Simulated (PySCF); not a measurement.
A structure optimised at PBE-D3(BJ)/def2-TZVP, used in a PySCF frequency run:

```
B
F 1 1.3248
F 1 1.3248 2 119.03
Cl 1 1.7497 2 120.49 3 180.00
```
Charge 0, spin multiplicity 1.

Question: Write its SMILES, formula and point group.

Answer: FB(F)Cl, BClF₂, C2v

Question: What are its rotational constants (standard atomic weights)?

Answer: 10.205, 4.5991, 3.1703 GHz
